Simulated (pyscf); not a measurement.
**•HC=CH–Br (SMILES [CH]=CBr), doublet**

Gas-phase minimum from PySCF at ωB97X-D3(BJ)/def2-SVP, one conformer. Other isomers of •HC=CH–Br were not searched in full and may lie lower. 

```
C
C 1 1.3035
H 2 1.0890 1 141.67
H 1 1.0941 2 125.39 3 180.00
Br 1 1.9142 4 112.73 2 -180.00
```
Charge 0, spin multiplicity 2.

Properties at ωB97X-D3(BJ)/def2-SVP:

| Quantity | Result |
|---|---|
| Harmonic wavenumbers, unscaled | 310, 596, 680, 782, 843, 1176, 1674, 3231, 3317 cm⁻¹ |
| Zero-point energy | 18.0 kcal/mol |
| Rotational symmetry number | 1 |
| Entropy of this conformer at 298 K and 1 atm, rigid rotor and harmonic oscillator, modes under 100 cm⁻¹ raised to 100 | 281.0 J/(mol K) |
| Dipole moment | 0.89 D |
| Spin expectation value S2 | 0.765 |

Single-point totals, which compare only within one level (frozen core for MP2 and CC):

| level | total energy (hartree) |
|---|---|
| ωB97X-D3(BJ)/def2-TZVP | -2651.43422 |
| PBE/def2-TZVP | -2650.99981 |
| r²SCAN/def2-TZVP | -2651.42847 |
| B3LYP-D3(BJ)/def2-TZVP | -2651.52611 |
| PBE0-D3(BJ)/def2-TZVP | -2651.09642 |
| M06-2X/def2-TZVP | -2651.48729 |
| ωB97M-D3(BJ)/def2-TZVP | -2651.51198 |
| UHF/def2-TZVPP | -2649.25490 |
| MP2/def2-TZVPP | -2649.80435 |
| CCSD/def2-TZVPP | -2649.83815 |
| CCSD(T)/def2-TZVPP | -2649.86310 |

The CCSD(T) − MP2 part came from Ansatz, without density fitting, on the same reference. A UHF reference is spin-contaminated (<S²> up to 0.98), which harms MP2 most. The frozen core leaves the outer d or s,p core shells of the metals and heavy elements correlated in the MP2 and CC values, and def2-TZVPP describes them poorly, so these totals are far from the basis limit. Elements up to Kr have no core potential and no relativistic terms here.
